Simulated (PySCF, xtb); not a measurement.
BBrH₃N, SMILES NBBr. One conformer was computed; it need not be the lowest.

Harmonic wavenumbers (cm⁻¹) from GFN2-xTB in xtb 6.7.1 at its own minimum, in rising order: 303, 516, 601, 652, 792, 894, 1073, 1343, 1532, 2658, 3474, 3525.

**Question.** What does PySCF 2.14.0 with B3LYP-D3(BJ)/def2-TZVP give at its own minimum? (The exact figures need the calculation; the answer reports its results.)

**Answer.** 306, 549, 586, 607, 882, 915, 1134, 1341, 1633, 2683, 3576, 3670. Paired by order, the mean absolute difference is 54 cm⁻¹ and the zero-point energies are 24.8 and 25.6 kcal/mol.
